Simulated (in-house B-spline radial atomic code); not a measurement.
# Neutral potassium: [Ar] 4s1

Level of theory: Dirac-Kohn-Sham RPBE, spherical fractional occupations, Fermi nucleus of rms radius 3.4349 fm; calculated with a radial B-spline atomic code at the basis-set limit.

Z_r = [3n² - l(l+1)]/(2<r>); Z_e = n√(-2ε); the last column is Slater's effective charge. Values are occupation-weighted means over j.

```
shell  electrons   ε (eV)  <r> (bohr)    Z_r    Z_e  Slater
   1s          2  -3522.5     0.08102  18.51  16.09   18.70
   2s          2  -353.53      0.3872  15.50  10.19   14.85
   2p          6  -280.02      0.3504  14.27   9.07   14.85
   3s          2  -35.408       1.268  10.64   4.84    7.75
   3p          6  -18.836       1.433   8.72   3.53    7.75
   4s          1   -2.277       5.096   4.71   1.64    2.20
```

The least bound orbital is 4s1/2 at -2.277 eV, and it is also the most diffuse (<r> = 5.096 bohr).

Spin-orbit splittings of the orbital energies (j = l + 1/2 above j = l - 1/2 when positive): 2p 2.892 eV, 3p 0.2648 eV.

For the 1s electron the small component carries 0.46 % of the norm, the zero-frequency Breit interaction raises the level by 3.052 eV, self-energy by 1.399 eV, and vacuum polarisation lowers it by 0.1007 eV.

The density falls to 0.001 bohr⁻³ at 4.369 bohr; Σ<r²> = 49.783 bohr² gives, by the non-relativistic formula and without the paramagnetism of open shells, a Langevin diamagnetic susceptibility of -39.43×10⁻⁶ cm³/mol.
